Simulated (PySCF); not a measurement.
Zn(I)(NH2) (H2INZn), SMILES [Zn]([NH2])[I].

The structure is a stationary point at B3LYP-D3(BJ)/def2-SVP. The def2 effective core potentials stand for the cores of I; spin–orbit coupling is left out. Other conformers were not sampled.

All values below come from CAM-B3LYP/def2-TZVPD in PySCF.

Isolated molecule, no solvent.

```yaml
total_energy: -2133.24390 hartree
point_group: Cs
highest_occupied_level: -8.67 eV
lowest_empty_level: -0.47 eV
orbital_gap: 8.20 eV
dipole_moment: 1.88 D
quadrupole, principal values (traceless, Buckingham form, about the centre of nuclear charge): -7.87, 2.99, 4.88 D·Å
mean_static_polarisability: 70.6 bohr³ (10.47 Å³)
polarisability_principal_values: 56.8, 58.1, 97.0 bohr³
```
